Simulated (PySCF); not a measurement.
# PySCF run on GeP⁻

The script input.py:

```python
from pyscf import gto, scf, mp

mol = gto.M(
    atom='Ge 0 0 0; P 0 0 2.441',
    basis='ano-rcc-vdzp',
    charge=-1,
    spin=0,
    verbose=4,
)
mf = scf.RHF(mol)
mf = mf.sfx2c1e()
mf = mf.density_fit(auxbasis='def2-universal-jkfit')
mf.kernel()
mp.MP2(mf, frozen=14).kernel()
mf.dip_moment()
print('orbital energies (hartree):', mf.mo_energy[..., max(0, mol.nelec[1]-3):mol.nelec[0]+3].round(4))
```

```bash
$ OMP_NUM_THREADS=1 python input.py
```

It prints (some set-up lines and the per-cycle HOMO/LUMO lines with their warnings removed):

```
PySCF version 2.14.0

[INPUT] Symbol           X                Y                Z      unit          X                Y                Z       unit  Magmom
[INPUT]  1 Ge     0.000000000000   0.000000000000   0.000000000000 AA    0.000000000000   0.000000000000   0.000000000000 Bohr   0.0
[INPUT]  2 P      0.000000000000   0.000000000000   2.441000000000 AA    0.000000000000   0.000000000000   4.612821470063 Bohr   0.0

nuclear repulsion = 104.057788300533
number of shells = 6
number of NR pGTOs = 204
number of NR cGTOs = 45
basis = ano-rcc-vdzp
ecp = {}

******** <class 'pyscf.df.df_jk.DFsfX2C1eRHF'> ********
method = DFsfX2C1eRHF
initial guess = minao
damping factor = 0
level_shift factor = 0
DIIS = <class 'pyscf.scf.diis.CDIIS'>
SCF conv_tol = 1e-09
SCF max_cycles = 50

******** <class 'pyscf.x2c.sfx2c1e.SpinFreeX2CHelper'> ********
approx = 1e
xuncontract = 1
Initial guess from minao.
******** <class 'pyscf.df.df.DF'> ********
auxbasis = def2-universal-jkfit
init E= -2438.27736744457
cycle= 1 E= -2438.49988009216  delta_E= -0.223  |g|= 0.509  |ddm|= 2.09
cycle= 2 E= -2438.30857828222  delta_E= 0.191  |g|= 0.85  |ddm|= 2.29
cycle= 3 E= -2438.63452829294  delta_E= -0.326  |g|= 0.0449  |ddm|= 1.43
cycle= 4 E= -2438.63541436702  delta_E= -0.000886  |g|= 0.0225  |ddm|= 0.104
cycle= 5 E= -2438.63553459808  delta_E= -0.00012  |g|= 0.00681  |ddm|= 0.0315
cycle= 6 E= -2438.63556244759  delta_E= -2.78e-05  |g|= 0.001  |ddm|= 0.0178
cycle= 7 E= -2438.63556324457  delta_E= -7.97e-07  |g|= 0.000291  |ddm|= 0.00241
cycle= 8 E= -2438.63556334385  delta_E= -9.93e-08  |g|= 0.000169  |ddm|= 0.00104
cycle= 9 E= -2438.63556339434  delta_E= -5.05e-08  |g|= 8.89e-05  |ddm|= 0.00104
cycle= 10 E= -2438.63556341026  delta_E= -1.59e-08  |g|= 9.63e-06  |ddm|= 0.000887
cycle= 11 E= -2438.63556341049  delta_E= -2.24e-10  |g|= 1.27e-06  |ddm|= 0.000115
Extra cycle  E= -2438.63556341049  delta_E= 1.36e-12  |g|= 1.06e-06  |ddm|= 3.4e-06
converged SCF energy = -2438.63556341049

******** <class 'pyscf.mp.dfmp2.DFRMP2'> ********
nocc = 10, nmo = 31
frozen orbitals 14
E(DFRMP2) = -2439.02407761144  E_corr = -0.388514200955316
E(SCS-DFRMP2) = -2438.99477238957  E_corr = -0.359208979084343
E_corr(same-spin) = -0.123470840840812
E_corr(oppo-spin) = -0.265043360114505
Dipole moment(X, Y, Z, Debye):  0.00000, -0.00000, -8.66798
orbital energies (hartree): [-0.1091 -0.0669 -0.0669  0.2143  0.2143  0.3251]
```

In short: E(SCF) = -2438.635563 Eh, 11 cycles, E(MP2) − E(SCF) = -0.38851 Eh.

It ran on Arm Neoverse N1 (1 thread, shared host) in 1.8 s, peak memory 0.13 GiB.

The basis has no diffuse functions, which an anion needs. Stability towards an unrestricted solution was not tested. The bond length is a typed value, not an optimised one. The dipole of an ion depends on the origin.
